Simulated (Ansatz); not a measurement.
Mulliken charges of GaH3Se, SMILES `[GaH2][SeH]` from ωB97M-V/def2-TZVPP in Ansatz (PBE0-D4/def2-TZVP geometry).

| atom | x (Å) | y (Å) | z (Å) | charge (e) |
| --- | --- | --- | --- | --- |
| Ga1 | -0.491 | -0.511 | -0.177 | 0.204 |
| Se2 | 0.747 | 1.439 | -0.414 | -0.236 |
| H3 | -0.184 | -1.440 | 1.038 | -0.021 |
| H4 | -1.567 | -0.750 | -1.280 | -0.024 |
| H5 | 1.546 | 1.189 | 0.792 | 0.077 |

Problem. By hand: the dipole of these point charges (1 e Å = 4.8032 D).

Solution. Σ q r = (-0.116, -0.304, 0.132) e Å, of length 0.351 e Å = 1.69 D.

Problem. How does the dipole of the full density compare? (Estimate.)

Solution. The calculation gave: (-0.038, -0.176, 0.112) e Å, 1.02 D; the point charges give 1.66 times that, at 12° from its direction.

Point charges leave out the atoms' own dipoles, such as those of lone pairs, and Mulliken's split depends on the basis, so the two needn't agree.
